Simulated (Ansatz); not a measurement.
`[NH]=[Mo](=[NH])([NH2])[OH]` + HCl → `[NH]=[Mo](=[NH])([NH2])[Cl]` + H₂O  (ligand exchange at a Mo–O bond)

Isolated molecules relaxed with PBE0-D4/def2-TZVP in Ansatz; ΔE leaves out vibrations. CCSD(T)/CBS adds triple-zeta CCSD(T) − MP2 to the extrapolated MP2 energy (def2 sets, frozen cores). This one scheme is used for every species. Functionals use def2-TZVPP. HSE06 is defined as in plane-wave codes. def2 core potentials past Kr. For Mo outer-core shells are correlated without core-valence functions, which leaves a few kJ/mol of doubt a bond. Each species was taken in one conformer, which may not be the lowest.

```
    level  ΔE (eV)
revPBE-D4    -0.53
  BLYP-D4    -0.50
r2SCAN-D4    -0.53
    HSE06    -0.57
```

Task: What does CCSD(T)/CBS give? (An estimate is asked.)

Result: Computed: -0.63 eV. The listed levels differ from it by 0.10, 0.13, 0.10, 0.06 eV.

Task: What do rigid-rotor, harmonic-oscillator terms from PBE0-D4/def2-TZVP frequencies (298.15 K, 1 bar) make of the CCSD(T)/CBS value? (Best estimate.)

Result: The calculation gave: ΔZPE = +0.08 eV, ΔH = -0.54 eV, ΔS = 5 J/(mol·K), ΔG = -0.56 eV.

Largest T1 diagnostic among the species: 0.022, so the coupled-cluster value is less sure than usual.

The D4 term adds −0.03 eV with B3LYP and −0.02 eV with PBE0; it sums over pairs of atoms, weighted by their polarisabilities, and B3LYP, whose exchange is more repulsive, gets the larger term. Leaving LDA and LC-ωPBE aside and taking each functional with its dispersion term where it has one, the values, not all of them listed here, spread over 0.17 eV, from PBE-QIDH to CAM-B3LYP-D4. LDA lies +0.04 eV from PBE without D4.

B3LYP here is the variant with VWN-RPA as its local correlation; programs differ in this.
